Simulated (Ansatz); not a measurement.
Geometry optimisation of Na₂₁⁻.

```yaml
crystal:
  periodic: [false, false, false]
  atoms:
    - {symbol: Na, position_ang: [-0.665000, -3.136500, 1.332400]}
    - {symbol: Na, position_ang: [0.738900, 4.535700, 5.728200]}
    - {symbol: Na, position_ang: [2.444200, -2.742800, 0.796800]}
    - {symbol: Na, position_ang: [0.000000, 0.000000, 0.000000]}
    - {symbol: Na, position_ang: [2.058800, 3.481500, 1.921000]}
    - {symbol: Na, position_ang: [4.337600, -2.087900, 8.061000]}
    - {symbol: Na, position_ang: [0.993900, -0.532500, 3.154200]}
    - {symbol: Na, position_ang: [-1.099200, 1.962300, 4.746300]}
    - {symbol: Na, position_ang: [3.134700, 0.676300, 1.207700]}
    - {symbol: Na, position_ang: [-4.476000, 2.448500, 1.623300]}
    - {symbol: Na, position_ang: [-2.203400, -0.007400, 2.298600]}
    - {symbol: Na, position_ang: [2.259400, -4.331800, 3.883900]}
    - {symbol: Na, position_ang: [3.216700, 1.998400, 4.484400]}
    - {symbol: Na, position_ang: [1.565300, -0.610000, 6.782600]}
    - {symbol: Na, position_ang: [5.408800, 1.781500, 6.935200]}
    - {symbol: Na, position_ang: [3.839200, -1.550500, 4.091900]}
    - {symbol: Na, position_ang: [6.084800, 1.008200, 3.754100]}
    - {symbol: Na, position_ang: [-1.665400, -0.003600, 7.220800]}
    - {symbol: Na, position_ang: [-0.737100, -2.679800, 5.172000]}
    - {symbol: Na, position_ang: [-1.185400, 2.789200, 1.451900]}
    - {symbol: Na, position_ang: [-3.930200, -0.990300, 5.154900]}
basis:
  gaussian: {orbitals: def2-SVP}
total_charge: -1
hamiltonian: {xc: pbe}
scf: {lower_state_search: "off"}
output: {orbitals: {seedname: orbitals}}
relax: {f_tol: 0.03, max_steps: 70}
```

```sh
$ ansatz run in.yaml --threads 2 --pin off --events-out ev --progress --plain --max-ram 32768MiB --backend cuda --devices 0, --max-vram 18GiB
```

Output, abridged:

```
Functional definition: PBE
mean field -92647.44211107 eV, -3404.7306988900 hartree, gradient 1.8e-6 eV, S^2 0.000000; 0 other end points of the search recorded, 0 dependent functions left out
relax step   1: F+E_penalty+E_count = -92647.44211107 eV  Δ(F+E_penalty+E_count) = +0.000e0 eV  max|allowed force component| = 3.680e-1 eV/Å  Δτ_max = 0.0000 Å  (59 SCF iters, accepted)
mean field -92647.76743157 eV, -3404.7426541978 hartree, gradient 2.6e-6 eV, S^2 0.000000; 0 other end points of the search recorded, 0 dependent functions left out
relax step   2: F+E_penalty+E_count = -92647.76743157 eV  Δ(F+E_penalty+E_count) = -3.253e-1 eV  max|allowed force component| = 3.120e-1 eV/Å  Δτ_max = 0.1941 Å  (43 SCF iters, accepted)
mean field -92648.11651248 eV, -3404.7554826849 hartree, gradient 3.0e-6 eV, S^2 0.000000; 0 other end points of the search recorded, 0 dependent functions left out
relax step   3: F+E_penalty+E_count = -92648.11651248 eV  Δ(F+E_penalty+E_count) = -3.491e-1 eV  max|allowed force component| = 1.909e-1 eV/Å  Δτ_max = 0.1950 Å  (36 SCF iters, accepted)
mean field -92648.31979132 eV, -3404.7629530442 hartree, gradient 1.7e-6 eV, S^2 0.000000; 0 other end points of the search recorded, 0 dependent functions left out
relax step   4: F+E_penalty+E_count = -92648.31979132 eV  Δ(F+E_penalty+E_count) = -2.033e-1 eV  max|allowed force component| = 1.405e-1 eV/Å  Δτ_max = 0.1980 Å  (36 SCF iters, accepted)
mean field -92648.46015369 eV, -3404.7681112662 hartree, gradient 2.1e-6 eV, S^2 0.000000; 0 other end points of the search recorded, 0 dependent functions left out
relax step   5: F+E_penalty+E_count = -92648.46015369 eV  Δ(F+E_penalty+E_count) = -1.404e-1 eV  max|allowed force component| = 1.031e-1 eV/Å  Δτ_max = 0.1949 Å  (34 SCF iters, accepted)
mean field -92648.56473020 eV, -3404.7719543823 hartree, gradient 6.9e-6 eV, S^2 0.000000; 0 other end points of the search recorded, 0 dependent functions left out
relax step   6: F+E_penalty+E_count = -92648.56473020 eV  Δ(F+E_penalty+E_count) = -1.046e-1 eV  max|allowed force component| = 1.042e-1 eV/Å  Δτ_max = 0.1951 Å  (27 SCF iters, accepted)
mean field -92648.66344164 eV, -3404.7755819606 hartree, gradient 4.7e-6 eV, S^2 0.000000; 0 other end points of the search recorded, 0 dependent functions left out
relax step   7: F+E_penalty+E_count = -92648.66344164 eV  Δ(F+E_penalty+E_count) = -9.871e-2 eV  max|allowed force component| = 1.013e-1 eV/Å  Δτ_max = 0.1950 Å  (27 SCF iters, accepted)
mean field -92648.76282880 eV, -3404.7792343713 hartree, gradient 4.7e-6 eV, S^2 0.000000; 0 other end points of the search recorded, 0 dependent functions left out
relax step   8: F+E_penalty+E_count = -92648.76282880 eV  Δ(F+E_penalty+E_count) = -9.939e-2 eV  max|allowed force component| = 9.190e-2 eV/Å  Δτ_max = 0.1950 Å  (26 SCF iters, accepted)
mean field -92648.86452930 eV, -3404.7829717959 hartree, gradient 3.5e-6 eV, S^2 0.000000; 0 other end points of the search recorded, 0 dependent functions left out
relax step   9: F+E_penalty+E_count = -92648.86452930 eV  Δ(F+E_penalty+E_count) = -1.017e-1 eV  max|allowed force component| = 7.300e-2 eV/Å  Δτ_max = 0.1995 Å  (26 SCF iters, accepted)
mean field -92648.95758160 eV, -3404.7863914050 hartree, gradient 4.3e-6 eV, S^2 0.000000; 0 other end points of the search recorded, 0 dependent functions left out
relax step  10: F+E_penalty+E_count = -92648.95758160 eV  Δ(F+E_penalty+E_count) = -9.305e-2 eV  max|allowed force component| = 5.759e-2 eV/Å  Δτ_max = 0.1961 Å  (26 SCF iters, accepted)
mean field -92649.02359190 eV, -3404.7888172386 hartree, gradient 3.0e-6 eV, S^2 0.000000; 0 other end points of the search recorded, 0 dependent functions left out
relax step  11: F+E_penalty+E_count = -92649.02359190 eV  Δ(F+E_penalty+E_count) = -6.601e-2 eV  max|allowed force component| = 4.340e-2 eV/Å  Δτ_max = 0.1952 Å  (26 SCF iters, accepted)
mean field -92649.06247707 eV, -3404.7902462422 hartree, gradient 2.4e-6 eV, S^2 0.000000; 0 other end points of the search recorded, 0 dependent functions left out
relax step  12: F+E_penalty+E_count = -92649.06247707 eV  Δ(F+E_penalty+E_count) = -3.889e-2 eV  max|allowed force component| = 3.691e-2 eV/Å  Δτ_max = 0.1984 Å  (27 SCF iters, accepted)
mean field -92649.08621166 eV, -3404.7911184724 hartree, gradient 3.5e-6 eV, S^2 0.000000; 0 other end points of the search recorded, 0 dependent functions left out
relax step  13: F+E_penalty+E_count = -92649.08621166 eV  Δ(F+E_penalty+E_count) = -2.373e-2 eV  max|allowed force component| = 6.453e-2 eV/Å  Δτ_max = 0.1924 Å  (29 SCF iters, accepted)
mean field -92649.10997770 eV, -3404.7919918581 hartree, gradient 8.1e-6 eV, S^2 0.000000; 0 other end points of the search recorded, 0 dependent functions left out
relax step  14: F+E_penalty+E_count = -92649.10997770 eV  Δ(F+E_penalty+E_count) = -2.377e-2 eV  max|allowed force component| = 5.493e-2 eV/Å  Δτ_max = 0.1954 Å  (27 SCF iters, accepted)
mean field -92649.13265281 eV, -3404.7928251532 hartree, gradient 9.9e-6 eV, S^2 0.000000; 0 other end points of the search recorded, 0 dependent functions left out
relax step  15: F+E_penalty+E_count = -92649.13265281 eV  Δ(F+E_penalty+E_count) = -2.268e-2 eV  max|allowed force component| = 3.266e-2 eV/Å  Δτ_max = 0.1933 Å  (28 SCF iters, accepted)
mean field -92649.14929285 eV, -3404.7934366634 hartree, gradient 2.0e-6 eV, S^2 0.000000; 0 other end points of the search recorded, 0 dependent functions left out
relax step  16: F+E_penalty+E_count = -92649.14929285 eV  Δ(F+E_penalty+E_count) = -1.664e-2 eV  max|allowed force component| = 2.156e-2 eV/Å  Δτ_max = 0.1967 Å  (32 SCF iters, accepted)
mean field -92649.15535791 eV, -3404.7936595501 hartree, gradient 1.6e-6 eV, S^2 0.000000; 0 other end points of the search recorded, 0 dependent functions left out
relax step  17: F+E_penalty+E_count = -92649.15535791 eV  Δ(F+E_penalty+E_count) = -6.065e-3 eV  max|allowed force component| = 2.723e-2 eV/Å  Δτ_max = 0.1971 Å  (33 SCF iters, accepted)
mean field -92649.15794779 eV, -3404.7937547264 hartree, gradient 1.9e-6 eV, S^2 0.000000; 0 other end points of the search recorded, 0 dependent functions left out
relax step  18: F+E_penalty+E_count = -92649.15794779 eV  Δ(F+E_penalty+E_count) = -2.590e-3 eV  max|allowed force component| = 1.300e-2 eV/Å  Δτ_max = 0.0445 Å  (30 SCF iters, accepted)
mean field -92649.16021405 eV, -3404.7938380099 hartree, gradient 3.0e-6 eV, S^2 0.000000; 0 other end points of the search recorded, 0 dependent functions left out
relax step  19: F+E_penalty+E_count = -92649.16021405 eV  Δ(F+E_penalty+E_count) = -2.266e-3 eV  max|allowed force component| = 1.640e-2 eV/Å  Δτ_max = 0.0655 Å  (30 SCF iters, accepted)
Total energy: -92649.16028047 eV, -3404.7938404510 hartree
Atom 0 at    -0.527300    -3.562072     1.797076 Å, force    -0.004223    -0.008065    -0.001972 eV/Å
Atom 1 at    -0.500918     4.678573     3.954763 Å, force     0.001169     0.003359     0.002366 eV/Å
Atom 2 at     2.871148    -2.790776     1.003143 Å, force     0.003120    -0.002049    -0.004251 eV/Å
Atom 3 at     0.300597    -0.823387    -0.424469 Å, force    -0.001136     0.003016    -0.001665 eV/Å
Atom 4 at     2.626691     4.274217     2.272245 Å, force     0.000896    -0.004447    -0.000055 eV/Å
Atom 5 at     5.075239    -3.154908     6.778592 Å, force     0.003161    -0.000068    -0.000109 eV/Å
Atom 6 at     0.936615    -0.685702     3.137837 Å, force     0.003859     0.016396     0.007048 eV/Å
Atom 7 at    -1.264423     1.528541     4.727761 Å, force    -0.005098    -0.003423    -0.011492 eV/Å
Atom 8 at     3.193117     0.972581     1.078207 Å, force    -0.004314     0.003486     0.001314 eV/Å
Atom 9 at    -3.567073     3.177555     2.230204 Å, force     0.001911    -0.003105    -0.000221 eV/Å
Atom 10 at    -2.503061    -0.416515     2.089670 Å, force     0.000422     0.000671     0.000123 eV/Å
Atom 11 at     1.997576    -3.870393     4.506491 Å, force    -0.001605    -0.000899     0.001646 eV/Å
Atom 12 at     2.024933     2.079030     5.116346 Å, force    -0.004459    -0.007251     0.006009 eV/Å
Atom 13 at     1.796749    -1.315989     6.860906 Å, force    -0.002665    -0.006710     0.000668 eV/Å
Atom 14 at     4.791371     0.527900     7.011270 Å, force     0.000595    -0.001205    -0.000635 eV/Å
Atom 15 at     4.308604    -1.154595     3.962212 Å, force    -0.000570     0.002594     0.001605 eV/Å
Atom 16 at     5.253423     2.346559     3.805196 Å, force    -0.005457     0.000587     0.000955 eV/Å
Atom 17 at    -1.123485     0.139382     7.884340 Å, force     0.007857     0.006166    -0.007131 eV/Å
Atom 18 at    -1.271749    -2.282855     5.252491 Å, force     0.001322     0.003638     0.003964 eV/Å
Atom 19 at    -0.230214     2.326925     1.296472 Å, force     0.003497    -0.003235    -0.001329 eV/Å
Atom 20 at    -4.067240     0.014429     5.460446 Å, force     0.001719     0.000545     0.003160 eV/Å
Dipole moment:    -0.009488    -0.057418     0.025212 e Å
Checks for a lower state left out: stability, starts, cluster_reference, orbital_swaps, neighbouring_geometries, increment
```

Run time 97 s (2 threads of AMD EPYC 7R13 on a shared host and a share (18 GiB) of an NVIDIA H100 80GB HBM3), peak host memory 1 GiB.

The restricted singlet is unstable towards broken spin symmetry in Hartree–Fock (as tested in another run); at PBE/def2-SVP this wasn't settled. The structure comes from a short search, and lower isomers may exist.
